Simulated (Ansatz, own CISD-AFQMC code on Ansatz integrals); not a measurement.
CH7BSi, SMILES `CB[SiH3]` (charge 0, multiplicity 1).

Z-matrix (Å, degrees):
```
B
H 1 1.2013
C 1 1.5499 2 118.55
H 3 1.0912 1 116.18 2 -161.80
H 3 1.0924 4 110.47 1 -133.10
H 3 1.1059 4 106.03 5 -113.59
Si 1 2.0187 2 117.10 3 177.62
H 7 1.4907 1 113.96 2 -171.77
H 7 1.4912 8 108.14 1 -124.68
H 7 1.4939 8 107.62 9 -115.39
```
Charge 0, spin multiplicity 1.

Frozen-core correlation energies in cc-pVDZ at a geometry from PBE0-D3(BJ)/def2-TZVP, on an HF energy of -355.53434 Ha (<S^2> = 0.00). Wave-function levels are from Ansatz, the walk from an own CISD-AFQMC code on Ansatz integrals (time step 0.005/Ha, trial state from CCSD amplitudes, largest double 0.03).

```
level    correlation energy (mHa)
-------  ------------------------
MP2                        -333.9
CCSD                       -391.6
CCSD(T)                    -401.6
```

What correlation energy does phaseless AFQMC give, and where does it lie among these levels?

-403.3 ± 0.3 mHa (one standard error). AFQMC minus each level: MP2 -69.4 mHa, CCSD -11.7 mHa, CCSD(T) -1.6 mHa.
